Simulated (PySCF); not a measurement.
Al: excitation energy

Al [Ne] 3s2 3p1 (2P) → Al [Ne] 3s1 3p2 (4P), as a difference of total energies. Computed with PySCF 2.14 in dyall-acv3z (19s12p6d4f, 113 functions), with the spin-free X2C one-electron Hamiltonian (Gaussian nucleus). Correlated levels: valence: [Ne] frozen; virtual orbitals above 40 to 60 times the deepest correlated orbital energy dropped. The calculations carry no spin-orbit coupling.

```tsv
method	excitation energy (cm⁻¹)
UHF	19489
MP2 (valence)	25601
SCS-MP2 (valence)	28103
CCSD (valence)	27649
CCSD(T) (valence)	27887
```

Errors of the correlated levels include the incompleteness of this basis and the frozen core.

For comparison: 29022 cm⁻¹ (measured; NIST levels, between the centres of gravity of the two terms).
